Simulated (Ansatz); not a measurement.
Consider the formal exchange of groups at the Si–N bond: `N[SiH2][SiH](O)F` + `FC1([SiH3])C=C1` → `O[SiH](F)[SiH2][SiH3]` + `NC1(F)C=C1`.

Calculated with Ansatz (gas phase, PBE0-D4/def2-TZVP geometries, no zero-point term in ΔE). CCSD(T)/CBS adds triple-zeta CCSD(T) − MP2 to the extrapolated MP2 energy (def2 sets, frozen cores). DFT in def2-TZVPP. One conformer a species, not always the lowest.

`N[SiH2][SiH](O)F`:

```xyz
11

N    -1.509   -0.382    0.644
Si   -0.197   -1.068   -0.272
Si    1.346    0.708   -0.358
O     0.579    1.951    0.387
F     1.662    1.068   -1.888
H    -1.367   -0.227    1.632
H    -2.434   -0.755    0.493
H     0.382   -2.326    0.290
H    -0.747   -1.384   -1.617
H     2.665    0.551    0.296
H    -0.381    1.864    0.393
```

`FC1([SiH3])C=C1`:

```xyz
10

F     0.830   -1.294   -1.091
C     0.235   -0.470   -0.114
Si   -0.291    1.145   -0.916
C     0.722   -0.666    1.260
C    -0.435   -1.179    0.987
H     0.888    1.846   -1.486
H    -1.275    0.886   -1.998
H    -0.916    1.994    0.132
H     1.536   -0.504    1.947
H    -1.295   -1.757    1.280
```

`O[SiH](F)[SiH2][SiH3]`:

Cartesian coordinates in Å:
```
O -0.562 2.929 -0.594
Si 0.382 1.605 -0.416
F 0.948 1.135 -1.841
Si -0.763 -0.236 0.481
Si 0.541 -2.173 0.358
H -1.430 2.824 -0.987
H 1.540 2.055 0.390
H -1.117 0.062 1.898
H -2.033 -0.430 -0.279
H -0.154 -3.320 1.002
H 1.836 -1.946 1.055
H 0.812 -2.505 -1.065
```

`NC1(F)C=C1`:

Cartesian coordinates in Å:
```
N 1.027 0.946 -0.032
C 0.190 -0.176 0.130
F 0.872 -1.233 0.764
C -0.868 -0.563 -0.794
C -1.247 -0.112 0.366
H 1.837 0.707 -0.592
H 1.360 1.274 0.866
H -1.126 -0.967 -1.759
H -2.044 0.125 1.051
```

```json
{"level": "PBE-D4", "ΔE (eV)": "0.43"}
{"level": "r2SCAN-D4", "ΔE (eV)": "0.54"}
{"level": "PBE", "ΔE (eV)": "0.42"}
{"level": "r2SCAN", "ΔE (eV)": "0.54"}
{"level": "PBE0", "ΔE (eV)": "0.43"}
{"level": "CCSD/def2-TZVPP", "ΔE (eV)": "0.59"}
{"level": "SCS-MP2/def2-QZVPP", "ΔE (eV)": "0.74"}
{"level": "MP2/CBS(def2)", "ΔE (eV)": "0.75"}
```

Question: What does CCSD(T)/CBS give? (Best estimate.)

Answer: The calculation gave: +0.64 eV. The listed levels differ from it by -0.21, -0.10, -0.22, -0.10, -0.21, -0.05, 0.10, 0.11 eV.

Largest T1 diagnostic among the species: 0.013.
